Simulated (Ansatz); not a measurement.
Basis sets compared for Cu(CO)H (CHCuO). Charge 0, multiplicity 1. Geometry PBE0-D4/def2-TZVP. Ansatz on 4 threads of Arm Neoverse V2 on a shared host; times are rough, and most runs start from earlier orbitals.

Cartesian coordinates in Å:
```
Cu 0.1038 0.6442 -0.5000
C -0.1296 -0.8038 0.6181
O -0.2714 -1.6845 1.3022
H 0.2973 1.8440 -1.4203
```

Binding counts from free atoms (Cu doublet, C triplet, O triplet, H doublet) in the same basis, without a counterpoise term.

```
                            level  functions  energy (Eh)  HOMO (eV)  LUMO (eV)  binding per atom (eV)  wall time
                  PBE-D4/def2-SVP         64   -1753.7455      -5.74      -3.05                   4.12      0.4 s
                 PBE-D4/def2-TZVP        113   -1754.1363      -5.99      -3.24                   3.99      0.6 s
r2SCAN-D4/def2-TZVP (with forces)        113   -1754.4279      -6.13      -3.08                   3.87      1.6 s
                 PBE0-D4/def2-SVP         64   -1753.7349      -6.71      -2.12                   3.81     0.55 s
                PBE0-D4/def2-TZVP        113   -1754.1164      -6.94      -2.26                   3.72      0.8 s
```

(1) Estimate the rows for PBE-D4/def2-TZVPD, r2SCAN-D4/def2-TZVPD, PBE0-D4/def2-TZVPD.

Answers

(1) 
| level | functions | energy (Eh) | HOMO (eV) | LUMO (eV) | binding per atom (eV) | wall time |
| --- | --- | --- | --- | --- | --- | --- |
| PBE-D4/def2-TZVPD | 134 | -1754.1375 | -6.01 | -3.31 | 3.99 | 0.9 s |
| r2SCAN-D4/def2-TZVPD | 134 | -1754.4287 | -6.14 | -3.14 | 3.87 | 1.9 s |
| PBE0-D4/def2-TZVPD | 134 | -1754.1173 | -6.96 | -2.36 | 3.72 | 1.1 s |
